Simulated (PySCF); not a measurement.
SMILES C([Si](O)(O)O)CB(O)O (C2H9BO5Si) at its GFN2-xTB optimised geometry (Å):

```
18

Si    -1.6668     1.4631    -0.0978
O     -3.2202     1.4444    -0.5873
O     -0.9351     2.5541    -1.0752
O     -1.6533     1.8942     1.4686
C     -0.8044    -0.2262    -0.1626
C      0.7206    -0.1302     0.0000
B      1.4837    -1.5387     0.0000
O      0.8485    -2.7418    -0.0030
O      2.8346    -1.5387     0.0000
H     -3.4043     1.5007    -1.5202
H     -0.0100     2.7418    -0.9467
H     -2.2920     2.5251     1.7905
H     -1.2063    -0.8595     0.6294
H     -1.0280    -0.7237    -1.1091
H      0.9412     0.3923     0.9327
H      1.1305     0.4944    -0.7963
H     -0.1071    -2.6976    -0.0033
H      3.2202    -2.4160     0.0076
```

Level of theory: CAM-B3LYP/def2-SVP (PySCF). Cells within 0.4 Å of a nucleus heavier than hydrogen are left out (blank, or x).

Map of the Laplacian of the electron density (e/bohr⁵), clipped to [-1.50, 1.50] on the plane z = 0.0 Å:

```
|444444444444444444444444444|
|444444444444444444444444444|
|444444444444444444444444444|
|444444444444444444444444444|
|444444444444444444444444444|
|444444444444444444444444444|
|444444444445444444444444444|
|444444444455544444444444444|
|444455555854444444444444444|
|444456659x95444444444444444|
|444456659x95444444444444444|
|444455555954455554444444444|
|444444444433555455444444444|
|44444444443x33xx55444444444|
|44444444453x436x45445444444|
|444444444544554334566544444|
|4444444444555554xx40x554444|
|4444444444444455xx3xx654444|
|444444444444456435561354444|
|444444444444402x46554344444|
|444444444444533x45444544444|
|444444444444456555444444444|
|444444444444444544444444444|
|444444444444444444444444444|
|444444444444444444444444444|
|444444444444444444444444444|
|444444444444444444444444444|
```
Scale: ten equal steps from -1.32 (start of '0') to 1.50 (end of '9'), in the order '0123456789'; x runs from -5.50 to 5.50, y from -5.50 (bottom) to 5.50 (top).
